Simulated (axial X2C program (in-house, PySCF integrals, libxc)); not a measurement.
**SrP: from the spin-free to the two-component result**

Calculated with an in-house relativistic program for diatomic molecules. Spin-free means the one-electron spin-free X2C Hamiltonian; two-component (2c) means X2C with spin–orbit coupling and atomic mean-field two-electron Coulomb and Gaunt terms, so the difference of the two also holds small scalar two-electron terms. Basis: Sr dyall-cv3z [13s12p8d5f1g], P dyall-v3z [8s7p2d1f] (cores contracted in-house); Gaussian nuclei, density fitting, unrestricted open shells. Masses: Sr 87.906 u, P 30.974 u.

Spin-free state: M_S = 1/2, Λ = 1 (beyond evenly filled blocks: π+α, π+β, π-α); fragments Sr + P.

```csv
level,Re (Å),ωe (cm⁻¹),De (eV),μ (D)
PBE0,2.641,296.2,1.275,-7.73
HF,2.830,247.8,0.217,-4.62
CCSD,2.742,266.7,0.629,n/a
CCSD(T),2.730,269.8,0.657,n/a
r2SCAN0,2.662,282.9,1.193,-7.13
```

Correlated methods: 15 electrons correlated (number of frozen shells: Sr 3 s, 2 p, 1 d; P 2 s, 1 p), 233 virtual spin orbitals or spinors in MP2, 90 natural virtuals in coupled cluster.

Dipoles are positive if P is the positive end.

**Question.** Within this multiplet, which Ω should lie lowest by the rule for regular and inverted multiplets?

**Answer.** The open π shell holds three electrons, one hole, so the multiplet is inverted: Ω = Λ + 1/2 = 3/2. The PBE0 2c search agrees, though Ω = 1/2 of the search lies only 0.03 eV higher.

Two-component determinant lowest at the distance of the search:

Ω = 3/2 (⟨Sz⟩ = 0.50, ⟨Lz⟩ = 1.00 at HF); fragments Sr + P.

```tsv
level	Re (Å)	ωe (cm⁻¹)	De (eV)	μ (D)
PBE0	2.641	296.4	1.290	-7.73
HF	2.830	247.8	0.230	-4.62
CCSD	2.741	266.8	0.648	n/a
CCSD(T)	2.730	270.0	0.673	n/a
r2SCAN0	2.662	283.1	1.208	-7.13
```

**Question.** From the two tables, how do the constants change at the CCSD(T) level (2c against spin-free)?

**Answer.** At the CCSD(T) level Re is unchanged within 0.001 Å and ωe doesn't move by more than 0.2 cm⁻¹; De changes by 0.016 eV.

De is counted from the lowest determinant-based energies of the atoms at the same level, without counterpoise correction. Density functionals use the spin component along the axis (collinear). CCSD and (T) use frozen natural virtuals with an MP2 correction for the truncation; (T) itself is uncorrected, so its De runs slightly low. Without a current term, density functionals place determinants with orbital angular momentum somewhat too high. The state is one determinant with fixed occupations, lowest in a PBE0 search at one distance only: followed along the bond, the spin-free determinant M_S = 3/2, Λ = 0 reaches 0.04 eV lower at PBE0, at Re = 2.910 Å, so the state shown is not the lowest. The determinant is spin-polarised beyond a pure state at some levels (its spin-free form has ⟨S²⟩ too high), which makes Re and μ there less reliable.
